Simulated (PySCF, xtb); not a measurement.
PbI2, SMILES [I][Pb][I] (connectivity only; charge and spin as stated), neutral, multiplicity 1.

Harmonic wavenumbers (cm⁻¹) from xtb with GFN2-xTB at its own minimum, in rising order: 53, 184, 185.

**Question.** What does PBE0-D3(BJ)/def2-SVP (PySCF) give at its own minimum? (Estimate from the structure and the level; the computed values follow.)

**Answer.** 49, 165, 168. Paired by order, the mean absolute difference is 14 cm⁻¹ and the zero-point energies are 0.6 and 0.5 kcal/mol.
